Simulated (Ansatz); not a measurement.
Computed with Ansatz on PBE0-D4/def2-TZVP structures; ΔE is electronic, products minus reactants. CBS: MP2 limit from def2 TZ/QZ plus the TZ coupled-cluster correction, frozen cores. Functionals use def2-TZVPP. For As outer-core shells are correlated without core-valence functions, which leaves a few kJ/mol of doubt a bond. Scalar relativity is left out up to krypton. One conformer a species, not always the lowest.

Reaction (substitution at a C–S bond): `CSS[SiH3]` + `C[AsH][SiH3]` → `C[As](C)[SiH3]` + `[SiH3]SS`

```csv
level,ΔE (kcal/mol)
r2SCAN0-D4,-1.6
CAM-B3LYP-D4,-1.9
ωB97M-V,-2.2
revPBE,-1.3
```

Question: What does CCSD(T)/CBS give? (Estimate.)

Answer: The calculation gave: -2.4 kcal/mol. The listed levels differ from it by 0.8, 0.5, 0.2, 1.1 kcal/mol.

Largest T1 diagnostic among the species: 0.012.

In def2-TZVPP, CCSD(T) changes the Hartree–Fock value by −1.3 kcal/mol (the triples alone add +0.1 kcal/mol) and MP2 by −1.4 kcal/mol. Leaving LDA and LC-ωPBE aside and taking each functional with its dispersion term where it has one, the values, not all of them listed here, spread over 0.9 kcal/mol, from ωB97M-V to PBE-D4.
